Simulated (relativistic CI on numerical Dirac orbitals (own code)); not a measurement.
L2,3 absorption of copper in several valence states

Computed multiplet spectra 2p⁶3dⁿ → 2p⁵3dⁿ⁺¹ (Dirac-Coulomb-Breit ions, Slater integrals scaled by 0.9, an assumed crystal field that grows with the charge, no charge transfer; 300 K; Lorentzian 0.4 eV and Gaussian 0.3 eV FWHM at both edges, so that L2 comes out sharper than in experiment). Peaks over 5 % are given in eV from the highest peak in the L3 region of each spectrum (height, largest 100). S of the lowest state is read from ⟨S²⟩, and the branching ratio is the share of L3, cut at the minimum between the edges.

Field parameters in Wybourne normalisation: Oh B⁴₀ = 21Dq, B⁴₄ = √(5/14) B⁴₀. The field is a parameter set, without covalency.

- Cu²⁺ (d9, Oh, 10Dq = 12450 cm⁻¹): S = 0.50, branching ratio 0.74; peaks 0.0 (100), 20.2 (37)
- Cu³⁺ (d8, Oh, 10Dq = 16100 cm⁻¹): S = 1.00, branching ratio 0.74; peaks 0.0 (100), 1.7 (8), 2.8 (27), 20.3 (25), 21.9 (26)
- Cu⁴⁺ (d7, Oh, 10Dq = 19750 cm⁻¹): S = 1.50, high spin, branching ratio 0.83; peaks -5.2 (66), -2.9 (70), -1.8 (75), 0.0 (100), 1.9 (16), 2.9 (9), 3.8 (6), 18.6 (20), 19.2 (13), 19.8 (21), 20.8 (23)

The centroid of the whole edge, which also moves with the branching ratio, lies at 937.4 (Cu²⁺), 941.1 (Cu³⁺), 942.0 (Cu⁴⁺) eV in this ionic model, in steps of 0.9 to 3.7 eV. Compounds show about 1 to 2 eV a unit and lower energies for the high valences, since ligands screen the charge. The multiplet shape follows the d count and the spin state, and so serves as a fingerprint of valence. Real compounds of Cu⁴⁺ are mostly low spin, since covalency shrinks the Slater integrals more than this scale does.
